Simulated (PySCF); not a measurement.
A PySCF script (with the pyscf-properties extension) for the NMR shieldings of `InChI=1S/C7H12BFO/c1-5-2-7(5)4-10-3-6(7)8-9/h5-6,8H,2-4H2,1H3/t5-,6-,7-/m1/s1`, on a GFN2-xTB geometry:

```python
import basis_set_exchange as bse
import numpy as np
from pyscf import gto, dft
from pyscf.prop import nmr

atoms = """
C    -1.650918    1.652085   -0.304452
C    -1.397295    0.214683   -0.681896
C    -1.601389   -0.878014    0.329785
C    -0.217051   -0.536613   -0.138399
C     0.564543   -1.519459   -1.009036
O     1.923436   -1.404547   -0.638502
C     1.955468   -0.947847    0.689598
C     0.814147    0.094306    0.800826
B     1.342081    1.513869    0.326479
F     1.436984    2.481941    1.213282
H    -1.399393    1.830227    0.737603
H    -2.701299    1.900474   -0.451335
H    -1.052080    2.320273   -0.921392
H    -1.678197   -0.018425   -1.703105
H    -2.039013   -1.811091    0.005883
H    -1.884732   -0.588625    1.330886
H     0.212354   -2.548539   -0.839384
H     0.494585   -1.295356   -2.076523
H     1.770383   -1.778590    1.387724
H     2.949411   -0.538463    0.875718
H     0.440709    0.122452    1.826865
H     1.706855    1.754643   -0.761476
"""
names = dict.fromkeys(["C", "O", "B", "F", "H"], "pcSseg-1")
basis = {el: gto.basis.parse(bse.get_basis(n, elements=[el], fmt="nwchem")) for el, n in names.items()}
mol = gto.M(atom=atoms, basis=basis, charge=0, verbose=0)
mf = dft.RKS(mol, xc="PBE0")
mf.grids.level = 2
mf.grids.alignment = dft.numint.BLKSIZE   # the property module wants whole blocks of grid points
mf.conv_tol = 1e-9
mf.kernel()

calc = nmr.RKS(mf)   # GIAO
C = mf.mo_coeff
Co = C[:, mf.mo_occ > 0]
resp = mf.gen_response(singlet=True, hermi=2)
def vind(x):   # induced exchange potential for any number of trial vectors
    d = np.einsum("pi,xij,qj->xpq", C, 2 * x.reshape(-1, C.shape[1], Co.shape[1]), Co, optimize=True)
    return np.einsum("xpq,pi,qj->xij", resp(d - d.transpose(0, 2, 1)), C, Co, optimize=True).ravel()
mo1, _ = nmr.rhf.solve_mo1(calc, with_cphf=vind)
sigma = calc.kernel(mo1)
for i, s in enumerate(sigma):   # ppm
    print("%2d %-2s %9.2f" % (i, mol.atom_pure_symbol(i), np.trace(s) / 3))
```

**Question.** What does it print?

**Answer.** 
```
 0 C     166.61
 1 C     167.13
 2 C     162.94
 3 C     154.63
 4 C     105.42
 5 O     264.06
 6 C     114.41
 7 C     143.17
 8 B      45.38
 9 F     181.90
10 H      31.55
11 H      29.91
12 H      30.39
13 H      30.87
14 H      31.14
15 H      31.53
16 H      27.84
17 H      27.58
18 H      27.47
19 H      27.53
20 H      30.58
21 H      26.23
```

These numbers come from an equivalent density-fitted implementation of the same equations, which agrees with the script to about 0.01 ppm for H and up to a few tenths of a ppm for heavy atoms, so last digits may differ.

Size and cost of the density-fitted run: 230 basis functions, 94 s wall time on 1 thread of an Arm Neoverse N1, shared host; peak memory 1.1 GiB.
